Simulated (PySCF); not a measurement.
## A survey of 15N NMR shifts

Theory: geometry: GFN2-xTB, GIAO PBE0/pcSseg-1 shieldings, in PySCF 2.14 (no solvent model, one computed conformer, no relativistic terms, rapidly exchanging positions averaged).

Shieldings were converted by a linear fit to measured shifts: 15N: δ = -148.07 − 0.921σ (rms 6.3 ppm, 71 shifts vs CH3NO2, solution or neat liquid). A few per cent of atoms miss by over 2 rms, more outside the fitted compound classes.

**Question.** Give the 15N shifts of `C#Cc1snnc1[SiH3]`, `CSc1cc(C(F)(F)F)nnn1`, `O=C(NC[SiH3])[C@@H]1CC[SiH2]1`, `N[SiH2][SiH2]O[C@H]1C=CCC1`.

**Answer.** 
```
                                                                  compound                             environment  δ (ppm)
                           [CH:1]#[C:2][c:3]1[s:4][n:5][n:6][c:7]1[SiH3:8]  N6: pyridine-type nitrogen of an azole     54.7
                           [CH:1]#[C:2][c:3]1[s:4][n:5][n:6][c:7]1[SiH3:8]  N5: pyridine-type nitrogen of an azole     37.2
[CH3:1][S:2][c:3]1[cH:4][c:5]([C:6]([F:7])([F:8])[F:9])[n:10][n:11][n:12]1        N11: pyridine-type ring nitrogen     96.3
[CH3:1][S:2][c:3]1[cH:4][c:5]([C:6]([F:7])([F:8])[F:9])[n:10][n:11][n:12]1        N12: pyridine-type ring nitrogen     -9.8
[CH3:1][S:2][c:3]1[cH:4][c:5]([C:6]([F:7])([F:8])[F:9])[n:10][n:11][n:12]1        N10: pyridine-type ring nitrogen    -19.4
                                             O=C(NC[SiH3])[C@@H]1CC[SiH2]1                     amide-type nitrogen   -278.0
                                                N[SiH2][SiH2]O[C@H]1C=CCC1              nitrogen bonded to Si, 2 H   -397.1
```

**Question.** Order these by 15N shift, lowest first.
A. C=NC[SiH2][Si@H](O)C1CC1
B. CC(=O)[Si@]1(C[SiH3])CCN1
C. C=CC(=C)[Si@H](O)[SiH2]NC
D. C[SiH2]NC(=O)[C@@H]1CC[SiH2]1
E. CC(C)[Si@H](C#N)C[SiH2]O

**Answer.** C (-391.8 ppm, nitrogen bonded to C, Si, H), B (-349.0 ppm, nitrogen bonded to C, Si, H, in a 4-membered ring), D (-284.7 ppm, amide-type nitrogen), E (-63.2 ppm, nitrile nitrogen), A (-36.4 ppm, imine nitrogen).
